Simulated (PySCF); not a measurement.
First SCF of a structure search on quartet BrSe2, at a hand-made end-on geometry. PySCF input:

```python
from pyscf import gto, scf, dft
mol = gto.M(atom='''
Br     0.000000     0.000000     0.000000
Se     0.000000     0.000000     2.369000
Se     2.035800     0.000000     3.539000''',
    basis={'Br': 'def2-SVP', 'Se': 'def2-SVP'},
    charge=0, spin=3)
mf = dft.UKS(mol, xc='PBE0')
mf.grids.atom_grid = (50, 194)
aux = {'Br': 'def2-universal-JKFIT', 'Se': 'def2-universal-JKFIT'}
mf = mf.density_fit(auxbasis=aux)
mf.conv_tol = 1e-08
mf.diis_space = 10
mf.max_cycle = 60
mf.init_guess = 'minao'
mf.verbose = 4
mf.kernel()
```

Excerpt of the output (cycles alone):

```
init E= -7372.77644530676
cycle= 1 E= -7375.41892457719  delta_E= -2.64  |g|= 0.176  |ddm|= 1.92
cycle= 2 E= -7375.36773367834  delta_E= 0.0512  |g|= 0.308  |ddm|= 0.795
cycle= 3 E= -7375.43539523763  delta_E= -0.0677  |g|= 0.0686  |ddm|= 0.639
cycle= 4 E= -7375.43794233419  delta_E= -0.00255  |g|= 0.0264  |ddm|= 0.137
cycle= 5 E= -7375.43832295006  delta_E= -0.000381  |g|= 0.0164  |ddm|= 0.0593
cycle= 6 E= -7375.43853190043  delta_E= -0.000209  |g|= 0.00231  |ddm|= 0.0291
cycle= 7 E= -7375.43855765713  delta_E= -2.58e-05  |g|= 0.00111  |ddm|= 0.0161
cycle= 8 E= -7375.43856344832  delta_E= -5.79e-06  |g|= 0.000471  |ddm|= 0.00843
cycle= 9 E= -7375.43856439858  delta_E= -9.5e-07  |g|= 0.000142  |ddm|= 0.00392
cycle= 10 E= -7375.43856447217  delta_E= -7.36e-08  |g|= 5.57e-05  |ddm|= 0.000973
cycle= 11 E= -7375.43856448272  delta_E= -1.05e-08  |g|= 2.87e-05  |ddm|= 0.000402
cycle= 12 E= -7375.43856448392  delta_E= -1.2e-09  |g|= 6.56e-06  |ddm|= 0.000101
Extra cycle  E= -7375.43856448397  delta_E= -4.55e-11  |g|= 7.39e-06  |ddm|= 2.85e-05
converged SCF energy = -7375.43856448397  <S^2> = 3.7581233  2S+1 = 4.0040596
```

No lower solution of this spin was found from smeared starts or by a stability analysis within the unrestricted form.

The search for the lowest solution, 3 starts and the stability check together, took 26 s on 2 threads of a shared Arm Neoverse V2 host, with 96 basis functions; the process peaked at 0.4 GiB. Launch command: `OMP_NUM_THREADS=2 python axn.py task.json out`.
